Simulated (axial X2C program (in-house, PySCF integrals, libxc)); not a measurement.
# InHg: properties at the nuclei

Computed with an in-house all-electron X2C program for linear molecules (integrals from PySCF): two-component X2C with atomic mean-field Coulomb and Gaunt terms, Gaussian nuclei, basis Hg dyall-cv3z, In dyall-cv3z with contracted cores.

R = 2.981 Å (near the PBE0 minimum at charge 0 of the determinant lowest at the starting distance; the state shown can have its own minimum elsewhere).

Determinant lowest in the PBE0 search, Ω = 1/2 (⟨Sz⟩ = -0.50, ⟨Lz⟩ = 1.00 at PBE0), spin on the atoms Hg -0.06, In -0.44:

```csv
level,Eeff magnitude (GV/cm),Ws magnitude Hg (kHz),Ws magnitude In (kHz),A∥/gI Hg (MHz),qzz Hg (a.u.),A∥/gI In (MHz),qzz In (a.u.),μ (D)
PBE0,1.44,1.24,0.739,1100,0.63,1670,1.43,-0.02
HF,5.05,13.1,0.454,872,-0.02,1910,1.35,-0.74
PBE50,0.537,0.652,0.659,991,0.37,1750,1.54,-0.34
TPSSh,2.05,2.65,0.732,1140,0.70,1640,1.41,0.01
BP86,1.05,0.358,0.746,1260,0.95,1630,1.34,0.29
```

Determinant 0.24 eV from it at PBE0 and this distance, Ω = 3/2 (⟨Sz⟩ = 0.50, ⟨Lz⟩ = 1.00 at PBE0), spin on the atoms Hg 0.04, In 0.46:

```tsv
level	Eeff magnitude (GV/cm)	Ws magnitude Hg (kHz)	A∥/gI Hg (MHz)	qzz Hg (a.u.)	A∥/gI In (MHz)	qzz In (a.u.)	μ (D)
PBE0	3.75	2.85	-128	0.25	117	1.23	-0.32
HF	17.7	14	-265	-0.07	26	1.33	-0.91
PBE50	5.13	3.97	-155	0.09	108	1.33	-0.55
TPSSh	3.74	2.81	-117	0.28	127	1.23	-0.32
BP86	2.47	1.86	-105	0.47	127	1.17	-0.10
```

Eeff is the effective electric field on the electron electric dipole moment in this Ω state and Ws the scalar–pseudoscalar constant of the nucleus named (defined with the proton number Z and per Ω); A∥ (defined per Ω) follows by multiplying with gI = μI/(I μN); qzz is the electric field gradient, eQq0 = 234.96 MHz × Q/barn × qzz; μ is positive if the In end (last atom) is positive. The operators were transformed with the bare-nucleus X2C matrices; with these basis sets, hyperfine constants and field gradients can be off by tens of per cent, and where levels differ in sign neither size nor sign is settled.

(1) With gI(199Hg) = 1.0118, gI(115In) = 1.2313, Q(115In) = 0.772 barn (g factors from the IAEA table of nuclear moments by Stone; Q from Pyykkö, Mol. Phys. 2018), turn the PBE0 values of the first state into constants in MHz.

Each state is one determinant with collinear spin. Unrestricted Hartree–Fock can overshoot spin polarisation at the nuclei. In the state Ω = 1/2 the sign of Eeff differs between levels (HF against PBE0). Where Eeff spreads by more than a factor of two the levels disagree and none is to be relied on. The search compared states at one distance, so a state with another bond length can lie lower. The sign of Ws at Hg differs between levels in the first state. Where a field gradient or hyperfine factor spreads by more than a factor of two over the levels, a constant derived from it is not to be relied on. PBE0 term energies can be off by some tenths of an eV.

Answers

(1) A∥(199Hg) = 1100 × 1.0118 = 1110 MHz; A∥(115In) = 1670 × 1.2313 = 2060 MHz; eQq0(115In) = 234.96 × (0.772) × (1.43) = 259 MHz.
